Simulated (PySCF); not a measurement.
## Relaxation of singlet AsI₂⁺

Computed with PySCF, PBE0, basis As def2-TZVP, I def2-TZVP with ECP28 (scalar-relativistic core potentials, no spin–orbit coupling, density fitting). A (50,194) grid was used.

A hand-made linear start, of D∞h symmetry, held to at least that symmetry:

Coordinates in bohr (charge 1 multiplicity 1):
```
As    0.0000    0.0000    0.0000
I     0.0000    0.0000    4.7039
I     0.0000    0.0000   -4.7039
```

What forces act on the atoms at the start (eV/Å)?


```json
{"atom": "As1", "Fx": "0.00", "Fy": "0.00", "Fz": "0.00"}
{"atom": "I2", "Fx": "0.00", "Fy": "0.00", "Fz": "0.75"}
{"atom": "I3", "Fx": "0.00", "Fy": "0.00", "Fz": "-0.75"}
```

What does it relax to?

It ends at D∞h with As–I 2.542 Å (×2); I–As–I 180.0°. A frequency run shows 2 imaginary modes (one degenerate set), down to 175i cm⁻¹, so it is a higher-order saddle point. Other isomers or separated fragments may lie lower.

How much energy is released, and in how many steps?

3.7 kJ/mol in 3 steps.

The relaxation took 23 s on 2 threads of a shared Intel Xeon Platinum 8488C (Sapphire Rapids) host, with 148 basis functions and 4 gradients; the process peaked at 0.79 GiB.
